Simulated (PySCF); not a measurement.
Molecule: SMILES B1OCCCO1, C3H7BO2.

Structure with atom numbers: `[BH:1]1[O:2][CH2:3][CH2:4][CH2:5][O:6]1` (H(Xn): hydrogen on atom n).

Geometry PBE0-D3(BJ)/def2-SVP throughout; GIAO in PySCF 2.14, gas phase, one conformer, non-relativistic; equivalent atoms averaged; functional PBE0.

Question: How do the absolute shieldings σ depend on the basis set? (ppm; last column core-seconds on shared hosts with different chips, so compare them loosely)

Answer: 
```tsv
basis set	functions	B1	O2/O6	C3/C5	C4	H(B1)	H(C3)/H(C5)	H(C4)	core-s
STO-3G	37	109.2	290.7	183.7	211.2	28.53	30.28	31.59	3.1
6-31G	68	93.9	211.6	142.1	172.8	27.57	28.44	30.77	5.5
pcSseg-0	68	82.6	213.0	130.8	164.9	27.45	28.59	31.06	5.7
6-31G*	98	90.8	222.6	135.9	167.5	27.68	28.00	30.26	8.1
def2-SVP	119	88.2	221.1	135.7	167.6	27.41	27.59	29.84	9.6
cc-pVDZ	119	90.9	217.0	137.1	167.5	27.35	27.41	29.65	11
pcSseg-1	137	77.0	204.2	122.0	154.6	27.18	27.33	29.59	8.9
aug-cc-pVDZ	201	87.7	217.9	135.2	164.8	27.02	27.37	29.52	22
6-311+G(2d,p)	204	79.7	206.6	125.0	156.7	27.22	27.59	29.72	22
def2-TZVP	228	80.1	205.3	123.8	156.1	27.17	27.58	29.70	25
cc-pVTZ	278	80.6	207.3	125.0	157.3	27.16	27.40	29.51	36
IGLO-III	280	75.8	203.1	119.9	152.9	27.12	27.43	29.57	36
pcSseg-2	314	75.2	203.0	119.5	152.9	27.11	27.32	29.45	47
```

Question: Which nucleus moves most, in ppm?

Answer: O2/O6 (oxygen bonded to C, B, in a 6-membered ring): from 203.0 ppm with pcSseg-2 to 290.7 ppm with STO-3G. The smallest spread is 1.51 ppm, at H(B1). Proton shifts span only some 12 ppm, so a few tenths of a ppm matter as much there as several ppm in carbon.

Question: Taking the largest basis, pcSseg-2 (314 functions), as the yardstick, rank the others by their worst heavy-atom deviation.

Answer: IGLO-III 0.6 ppm (280 functions), pcSseg-1 2.5 ppm (137 functions), def2-TZVP 4.8 ppm (228 functions), 6-311+G(2d,p) 5.5 ppm (204 functions), cc-pVTZ 5.6 ppm (278 functions), pcSseg-0 12.0 ppm (68 functions), aug-cc-pVDZ 15.7 ppm (201 functions), cc-pVDZ 17.7 ppm (119 functions), def2-SVP 18.1 ppm (119 functions), 6-31G* 19.6 ppm (98 functions), 6-31G 22.7 ppm (68 functions), STO-3G 87.7 ppm (37 functions).

A small basis that lands close on one nucleus may do so by chance; judge by the trend and by all nuclei.
